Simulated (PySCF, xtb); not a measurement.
FH6NOSi2, SMILES F[Si@@H](O)N[SiH3]. Other conformers were not sampled.

Harmonic wavenumbers (cm⁻¹) from GFN2-xTB run with xtb at its own minimum, in rising order: 44, 84, 147, 214, 236, 248, 288, 359, 569, 580, 670, 695, 725, 757, 774, 796, 807, 863, 928, 1003, 1204, 2230, 2245, 2269, 2408, 3468, 3707.

What does PBE-D3(BJ)/def2-SVP (PySCF 2.14.0) give at its own minimum? (An estimate is asked for; the answer gives what the named calculation found.)

51, 78, 165, 190, 252, 276, 360, 447, 594, 691, 741, 776, 802, 830, 866, 894, 912, 924, 947, 972, 1158, 2150, 2156, 2189, 2229, 3484, 3779. Paired by order, the mean absolute difference is 62 cm⁻¹ and the zero-point energies are 40.5 and 41.3 kcal/mol.
